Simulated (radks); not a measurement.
Q: These are the eigenvalues of the occupied orbitals of an atom or ion with whole-number occupations (hartree). Calculated with a radial shooting solver on a logarithmic mesh with Libxc functionals: non-relativistic Kohn-Sham, PBEsol, spin-unpolarised, spherical densities, point nucleus.

| orbital | eigenvalue |
|---|---|
| 1s | -709.7560 |
| 2s | -98.55560 |
| 2p | -90.79332 |
| 3s | -16.70038 |
| 3p | -13.71709 |
| 3d | -8.24616 |
| 4s | -2.23113 |
| 4p | -1.38515 |
| 4d | -0.14725 |
| 5s | -0.14050 |

Which element is it, and in what charge state? The configuration may be excited.

A: Z = 42, molybdenum, charge 0: Mo in [Kr] 4d5 5s1. The list shows which subshells hold electrons but not how many an open one holds; the 1s level, -709.76 hartree, gives Z - s = 37.7 by -(Z - s)^2/2, which with screening narrows Z to a few neighbours, and the depths of the outer levels then fix element, charge and occupations together.
